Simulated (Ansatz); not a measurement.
`C#CCNC` and `C#CC[SiH2][GaH2]` differ in one atom or group.

Ansatz, PBE0-D4/def2-TZVP geometries, multiplicity 1. Each molecule was computed in one conformer, which needn't be the lowest.

Scalar relativity is left out up to krypton.

```tsv
property	`C#CCNC`
HOMO–LUMO gap (B3LYP/def2-TZVPP) / eV	7.03
HOMO energy (B3LYP/def2-TZVPP) / eV	-6.54
HOMO energy (ωB97M-V/def2-TZVPP) / eV	-9.14
size of the dipole moment (PBE/def2-TZVPP) / D	0.48
LUMO energy (PBE0/def2-TZVPP) / eV	0.78
HOMO–LUMO gap (PBE/def2-TZVPP) / eV	5.13
```

Q: What does the change do to each property? (Best estimate.)

A: The calculation gave: 
```csv
property,`C#CC[SiH2][GaH2]`,shift
HOMO–LUMO gap (B3LYP/def2-TZVPP) / eV,5.74,-1.29
HOMO energy (B3LYP/def2-TZVPP) / eV,-6.93,-0.39
HOMO energy (ωB97M-V/def2-TZVPP) / eV,-9.15,-0.01
size of the dipole moment (PBE/def2-TZVPP) / D,2.06,1.58
LUMO energy (PBE0/def2-TZVPP) / eV,-0.98,-1.76
HOMO–LUMO gap (PBE/def2-TZVPP) / eV,4.25,-0.88
```

With PBE0 the HOMO falls by 0.35 eV and the LUMO falls by 1.76 eV, so the gap narrows by about 1.41 eV. PBE moves the HOMO by -0.75 eV and ωB97M-V by -0.01 eV. Dipoles are sizes alone; their direction can turn.

Positive LUMOs are unbound, so they and the gaps depend on the basis.

B3LYP here is the variant with VWN-RPA as its local correlation; programs differ in this.
